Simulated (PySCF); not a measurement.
**Molecular orbitals of GeSb⁺**

r²SCAN at R = 2.608 Å; basis Ge def2-SVP, Sb def2-SVP with ECP28; scalar-relativistic core potentials; PySCF 2.14. State: ³Σ⁻ (triplet), unpaired electrons π ↑↑. Only the outer orbitals are listed, counted within each symmetry, core potentials removing the inner ones.

```tsv
spin	orbital	occ.	ε (eV)	on Ge (%)	main shells (%)
α	10σ	1	-20.97	30	66 Sb s, 26 Ge s
α	11σ	1	-17.54	65	65 Ge s, 30 Sb s
α	6π	1	-12.02	28	71 Sb p, 27 Ge p
α	6π	1	-12.02	28	71 Sb p, 27 Ge p
α	12σ	1	-11.79	47	50 Sb p, 39 Ge p
α	7π	0	-9.40	71	71 Ge p, 28 Sb p
α	7π	0	-9.40	71	71 Ge p, 28 Sb p
α	13σ	0	-5.95	54	55 Ge p, 44 Sb p
β	10σ	1	-19.71	41	56 Sb s, 36 Ge s
β	11σ	1	-16.64	57	56 Ge s, 38 Sb s
β	12σ	1	-11.44	50	47 Sb p, 43 Ge p
β	6π	0	-10.25	48	52 Sb p, 47 Ge p
β	6π	0	-10.25	48	52 Sb p, 47 Ge p
β	7π	0	-8.15	52	52 Ge p, 47 Sb p
```

Which are the highest filled and the lowest empty level, where do they sit, and how wide is the gap?

Highest filled β 12σ at -11.44 eV (in %: 47 Sb p, 43 Ge p); lowest empty β 6π at -10.25 eV (in %: 52 Sb p, 47 Ge p); the gap at r²SCAN is 1.19 eV.

| Property | Result |
| --- | --- |
| bond order (Mayer) | 1.78 |
| ⟨S²⟩ | 2.007 |
| charge on Ge (Mulliken, basis-dependent) | 0.53 |
| charge on Ge (Löwdin, basis-dependent) | 0.48 |
| dipole moment (positive dipole points towards Sb; it is taken about the centre of mass and depends on that origin) | -1.52 D |

Spin–orbit coupling is left out. The state is the lowest determinant that a PBE0 search found; another state may lie lower at other levels.
